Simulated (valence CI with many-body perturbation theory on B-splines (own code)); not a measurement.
## Te: magnetic and hyperfine properties of the levels

Computed by valence CI with perturbative core correlation (CI+MBPT): six valence electrons over a frozen Dirac-Fock core [Kr] 4d10, radial functions for each j: 9 s, 9 p, 8 d, 6 f, 3 g, 1 h, with the one-electron correlation potential Σ1 (screened to all orders), the two-electron term Σ2, the three-electron term Σ3, Breit, model QED; selected single and double excitations, second order for the rest, scaled by the run's own slope (own B-spline code, finite nucleus).

Against 23 measured levels this calculation errs by 166 cm⁻¹ on average and by 300 at most. These come from a selection out of the NIST Handbook of Basic Atomic Spectroscopic Data. Levels without a partner in it may be off by more. Among the levels kept, up to 1400 cm⁻¹ of a level comes from second order outside the variational space, and about a tenth of that is noise between levels of different J, which matters for small intervals.

A/g_I is the dipole constant over the nuclear g factor μ/I (μ in nuclear magnetons, uniformly magnetised nucleus), B/Q the quadrupole constant per barn. Both hold the static response of the core; the bare values leave it out. Large factors of s and p1/2 electrons are usually good to 5 to 10 %; those of open d and f shells near neutrality can be off by tens of per cent, and small factors of p3/2, d and f electrons come from cancelling terms and can be off by a factor of two or in sign, in half-filled shells by more. B is blank for J = 1/2, where it vanishes, and for nearly pure S terms. Energies count from the lowest level. Levels with J = 0 are left out.

Names give the largest LS component (configuration and term), which can be under half, so a name can repeat, a term be missing and a line seem to break the LS rules; names also repeat where a configuration has a term twice.

```
           Level  E (eV)      g  A/g_I (MHz)  A/g_I bare  B/Q (MHz/b)  B/Q bare
    5s2 5p4 3P_2  0.0000  1.462          533         400         1100       928
    5s2 5p4 3P_1  0.5768  1.501         -425        -472         -620      -519
    5s2 5p4 1D_2   1.309  1.039         1520        1380        -2430     -2050
5s2 5p3 6s 5S°_2   5.469  1.967          532         339                       
5s2 5p3 6s 3S°_1   5.774  1.918         -531        -738                       
 5s2 5p3 6p 5P_1   6.684  2.397         -222        -455         27.1      21.3
 5s2 5p3 6p 5P_2   6.694  1.768      -0.0472        -144        -23.4     -23.0
 5s2 5p3 6p 5P_3   6.726  1.643        -41.7        -143          124       102
5s2 5p3 6s 3D°_1   6.779  0.682         6.73        35.6          613       517
5s2 5p3 6s 3D°_2   6.793  1.235          781         720         1510      1280
 5s2 5p3 6p 3P_1   6.833  1.505         96.2       -20.3        -58.6     -48.2
 5s2 5p3 6p 3P_2   6.876  1.500        -46.9        -155          113      94.4
5s2 5p3 5d 5D°_3   6.878  1.463         60.2       -25.4         23.4      13.7
5s2 5p3 5d 5D°_4   6.884  1.484        -86.2        -155         1.31     -21.8
5s2 5p3 5d 5D°_2   6.894  1.447         79.7        1.83          134       117
5s2 5p3 5d 5D°_1   6.903  1.454        -38.1        -104         33.9      36.4
5s2 5p3 6s 3D°_3   7.033  1.349         1430        1260        -44.0     -36.2
5s2 5p3 6s 1D°_2   7.065  1.099          864         754         -222      -188
5s2 5p3 5d 3D°_2   7.241  1.111          735         624         -155      -132
5s2 5p3 5d 3D°_1   7.268  0.535          352         440         64.0      51.6
5s2 5p3 5d 3D°_3   7.271  1.313         33.7       -44.3          114      89.3
5s2 5p3 7s 5S°_2   7.463  1.962         39.9        -117                       
5s2 5p3 7s 3S°_1   7.529  1.929         -291        -522
```

Problem. Take the isotope of mass number 123, with I = 1/2, μ = -0.7358 μN. What is the hyperfine structure of 5s2 5p3 6s 3S°_1?

Solution. From the table A = 781 MHz. Shifts from the centre of gravity in MHz: F = 1/2: -781, F = 3/2: 390.
